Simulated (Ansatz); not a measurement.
Harmonic frequencies (cm⁻¹) at PBE0-D4/def2-TZVP from Ansatz: 52, 234, 285, 442, 643, 695, 744, 907, 917, 1085, 1168, 1256, 1323, 1475, 2606, 2718, 3085, 3163.

Each molecule was computed in one conformer, which needn't be the lowest.

(1) Which molecule is it?
A. `[CH]1=N[CH2][AlH]1`
B. `C[Se]BF`
C. `CB(F)[SeH]`
D. `B[Se]CF`

## Answers

(1) D.
